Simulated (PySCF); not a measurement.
# Electronic structure of S²⁺ (sulfur, charge +2) at the UHF level

Configuration: [Ne] 3s2 3p2, high-spin 3P determinant. Calculation: PySCF 2.14, in 6-31G*; the non-relativistic Hamiltonian (point nucleus).

- Total energy: -396.302496 hartree
- One-electron energy: -535.0624 hartree
- Hartree (Coulomb) energy: 163.1640 hartree
- Exchange energy: -24.4041 hartree
- Kinetic energy: 396.07959 hartree
- ⟨S²⟩: 2.0080
- ⟨L²⟩: 2.023
- Sum of ⟨r⟩: 10.53 bohr
- Sum of ⟨r²⟩: 15.11 bohr²
- Traceless quadrupole moment −½Σ⟨3z² − r²⟩ along its main axis: 1.44 e·bohr²
- Density at the nucleus (Gaussians lack the cusp): 2510 bohr⁻³
- Spin density at the nucleus: 0.193 bohr⁻³
- Langevin diamagnetic susceptibility: -12.0 ×10⁻⁶ cm³/mol
- Time after the integrals: 0.06 s of wall time on 1 thread of Neoverse-V1 (shared host)

```
shell  electrons  mean orbital energy (hartree)  spread (hartree)  rms radius, mean of both spins (bohr)
 1s α          1                      -92.99086                 0                                  0.113
 1s β          1                      -92.96795                 0                                  0.113
 2s α          1                       -9.96879                 0                                  0.517
 2s β          1                       -9.94531                 0                                  0.517
 2p α          3                       -7.65368           0.01955                                  0.491
 2p β          3                       -7.61214           0.02716                                  0.491
 3s α          1                       -1.78216                 0                                   1.71
 3s β          1                       -1.53803                 0                                   1.71
 3p α          2                       -1.27603                 0                                   1.90
```
